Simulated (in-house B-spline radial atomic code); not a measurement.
## KLI/ALDAx excitations of Ga IV (Ga3+)

Method: KLI/ALDAx. Computed with a B-spline radial code for spherical atoms: linear response of the closed shell [Ar] 3d10 with the adiabatic LDA exchange kernel on the exchange-only KLI potential; non-relativistic, point nucleus, no spin-orbit coupling, no double excitations, S, P, D and F terms only. Only terms of natural parity with L up to 3 were computed.

Without relativity these are model numbers for so heavy an element.

Command:
```bash
python run_td.py task.json out
```
Settings (radii: box in bohr, nucleus in fm):
```
Z                        31
electrons                28
configuration            [Ar] 3d10
hamiltonian              nr
method                   kli
box_radius               23.08
intervals                77
```

Cost of the run: 1.3 s on 1 thread of Intel(R) Xeon(R) Platinum 8259CL CPU @ 2.50GHz (Skylake/Cascade Lake), on a shared host.

The lowest states, in the order of their Tamm-Dancoff energies; the method's threshold (minus the highest occupied level) is 65.47 eV. Labels give the largest channel, * marks a mixed state, and oscillator strengths are full-response dipole values. Semilocal kernels can invert the small singlet-triplet splittings of Rydberg terms. Energies in eV:

```tsv
state	full response	Tamm-Dancoff	oscillator strength
3d → 4s 3D	19.925	19.946	-
3d → 4s 1D	20.644	20.656	-
3d → 4p 3P	29.222	29.253	-
3d → 4p 3F	29.529	29.543	-
3d → 4p 1F	29.984	29.987	-
3d → 4p 1P	30.84	30.92	0.533
3d → 4d 3S	?	?	-
3d → 4d 3D	42.98	42.99	-
3d → 4d 1D	?	?	-
3d → 5s 3D	44.55	44.56	-
```

(1) Where does 3d → 4d 3S lie?

(2) Where does 3d → 4d 1D lie?

(3) How large is the singlet-triplet splitting of 3d → 4s (D terms) in Tamm-Dancoff?

(4) What polarisabilities and dispersion coefficient does the method give?

## Answers

(1) At 42.15 eV in full response, 42.19 eV in Tamm-Dancoff.

(2) At 43.41 eV in full response, 43.43 eV in Tamm-Dancoff.

(3) 0.71 eV, from the unrounded values.

(4) Dipole 1.232 bohr³, quadrupole 2.287 bohr⁵, C6 2.692 hartree·bohr⁶ for two such species.
